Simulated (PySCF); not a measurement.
Isomers of C7H12FN, mass 129.095 u with the commonest isotopes. Theory: PBE0/pcSseg-1 in PySCF (dipole) on a GFN2-xTB geometry, gas phase. One conformer each, none proved a minimum here; rigid rotors.

Problem. Order these by dipole moment, smallest first.
A. `[H]/[N:9]=[C:8]1/[C@H:3]([CH2:2][CH3:1])[CH2:4][CH2:5][C@@H:6]1[F:7]` with C1–C2–C3–C4 -76°, C2–C3–C4–C5 -94°, C3–C4–C5–C6 -38°, C4–C5–C6–F7 156°, C5–C6–C8–N9 158°
B. `[CH3:1][N:2]([CH3:3])[C@:4]12[CH2:5][C@H:6]([CH2:7]1)[C@@H:8]2[F:9]` with C1–N2–C4–C5 -171°
C. `[H]/[N:8]=[C:7]1/[CH2:6][CH2:5][CH2:4][C@:2]([CH3:1])([F:3])[CH2:9]1` with C1–C2–C4–C5 180°, C2–C4–C5–C6 59°, C4–C5–C6–C7 -58°, C5–C6–C7–N8 -124°
D. `[CH2:1]=[C:2]([CH2:3][CH3:4])/[C:5]([F:6])=[CH:7]/[CH2:8][NH2:9]` with C1–C2–C3–C4 101°, C1–C2–C5–F6 -2°, C5–C7–C8–N9 -142°, C7–C8–N9–H -175° and 66°

Solution. D (0.74 D), B (1.58 D), A (2.36 D), C (3.24 D).

Problem. Order these by out-of-plane moment Σ m c² = (Ia + Ib − Ic)/2, largest first.
A. `[H]/[N:8]=[C:7]1/[CH2:6][CH2:5][CH2:4][C@:2]([CH3:1])([F:3])[CH2:9]1` with C1–C2–C4–C5 180°, C2–C4–C5–C6 59°, C4–C5–C6–C7 -58°, C5–C6–C7–N8 -124°
B. `[CH2:1]=[C:2]([CH2:3][CH3:4])/[C:5]([F:6])=[CH:7]/[CH2:8][NH2:9]` with C1–C2–C3–C4 101°, C1–C2–C5–F6 -2°, C5–C7–C8–N9 -142°, C7–C8–N9–H -175° and 66°
C. `[H]/[N:9]=[C:8]1/[C@H:3]([CH2:2][CH3:1])[CH2:4][CH2:5][C@@H:6]1[F:7]` with C1–C2–C3–C4 -76°, C2–C3–C4–C5 -94°, C3–C4–C5–C6 -38°, C4–C5–C6–F7 156°, C5–C6–C8–N9 158°
D. `[CH3:1][N:2]([CH3:3])[C@:4]12[CH2:5][C@H:6]([CH2:7]1)[C@@H:8]2[F:9]` with C1–N2–C4–C5 -171°

Solution. A (60.36 u·Å²), D (45.54 u·Å²), C (39.46 u·Å²), B (24.13 u·Å²).

Problem. Order these by rotational constant B, smallest first.
A. `[CH2:1]=[C:2]([CH2:3][CH3:4])/[C:5]([F:6])=[CH:7]/[CH2:8][NH2:9]` with C1–C2–C3–C4 101°, C1–C2–C5–F6 -2°, C5–C7–C8–N9 -142°, C7–C8–N9–H -175° and 66°
B. `[H]/[N:9]=[C:8]1/[C@H:3]([CH2:2][CH3:1])[CH2:4][CH2:5][C@@H:6]1[F:7]` with C1–C2–C3–C4 -76°, C2–C3–C4–C5 -94°, C3–C4–C5–C6 -38°, C4–C5–C6–F7 156°, C5–C6–C8–N9 158°
C. `[CH3:1][N:2]([CH3:3])[C@:4]12[CH2:5][C@H:6]([CH2:7]1)[C@@H:8]2[F:9]` with C1–N2–C4–C5 -171°
D. `[H]/[N:8]=[C:7]1/[CH2:6][CH2:5][CH2:4][C@:2]([CH3:1])([F:3])[CH2:9]1` with C1–C2–C4–C5 180°, C2–C4–C5–C6 59°, C4–C5–C6–C7 -58°, C5–C6–C7–N8 -124°

Solution. A (1013 MHz), B (1156 MHz), D (1426 MHz), C (1555 MHz).

```tsv
SMILES	point group	Ia (u·Å²)	Ib (u·Å²)	Ic (u·Å²)	κ	μa (D)	μb (D)	μc (D)
C=C(CC)/C(F)=C/CN	C1	223.86	498.81	674.42	-0.65	0.13	0.58	0.44
CN(C)[C@]12C[C@H](C1)[C@@H]2F	C1	202.87	324.91	436.71	-0.40	0.77	1.38	0.07
[H]/N=C1/CCC[C@](C)(F)C1	C1	204.57	354.40	438.24	-0.59	2.12	0.53	2.40
[H]/N=C1/[C@H](CC)CC[C@@H]1F	C1	185.27	437.23	543.59	-0.75	0.52	2.15	0.83
```
